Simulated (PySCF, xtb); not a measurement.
Si(Cl)2(GeH3)(OH) (Cl₂GeH₄OSi), SMILES [Si](Cl)([GeH3])(O)Cl.

GFN2-xTB run with xtb 6.7.1 at its own geometry gives an orbital gap of 5.75 eV and a dipole moment of 2.18 D.

Geometry: ωB97X-D3(BJ)/def2-SVP. This is a generated structure with no PubChem entry under its InChIKey; it may be hypothetical. Other conformers were not sampled.

**Question.** What does HF/def2-TZVP (PySCF) give? (The exact figures need the calculation; the answer reports its results.)

**Answer.** gap 14.36 eV (levels -11.29 and 3.07 eV), dipole 0.86 D.
